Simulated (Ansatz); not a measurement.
Reaction (formal exchange of groups at a C–B bond): `BCBF` + `C1C[SiH2]1` → `BC[SiH]1CC1` + `BF`

Program: Ansatz. Geometries: PBE0-D4/def2-TZVP. ΔE: electronic, gas phase. CBS: MP2 limit from def2 TZ/QZ plus the TZ coupled-cluster correction, frozen cores. This one scheme is used for every species. DFT in def2-TZVPP. One conformer a species, not always the lowest.

```json
{"species": "`BCBF`", "ωB97M-V energy (Eh)": "-190.68558"}
{"species": "`C1C[SiH2]1`", "ωB97M-V energy (Eh)": "-369.23441"}
{"species": "`BC[SiH]1CC1`", "ωB97M-V energy (Eh)": "-433.98277"}
{"species": "`BF`", "ωB97M-V energy (Eh)": "-125.93409"}
```

Task: Work out ΔE.

Result: ΔE = (-433.98277) + (-125.93409) − (-190.68558) − (-369.23441) = 0.00313 Eh = +8.2 kJ/mol. CCSD(T)/CBS gives +6.6 kJ/mol.

Task: What do rigid-rotor, harmonic-oscillator terms from PBE0-D4/def2-TZVP frequencies (298.15 K, 1 bar) make of the CCSD(T)/CBS value? (An estimate is asked.)

Result: Computed: ΔZPE = +1.8 kJ/mol, ΔH = +9.2 kJ/mol, ΔS = -10 J/(mol·K), ΔG = +12.2 kJ/mol.

Largest T1 diagnostic among the species: 0.013.

Leaving LDA and LC-ωPBE aside and taking each functional with its dispersion term where it has one, the values, not all of them listed here, spread over 13.9 kJ/mol, from revPBE-D4 to B97M-V. LDA lies −3.5 kJ/mol from PBE without D4. At CCSD(T), def2-SVP lies +10.8 kJ/mol from the extrapolated value and def2-TZVPP +0.6 kJ/mol.
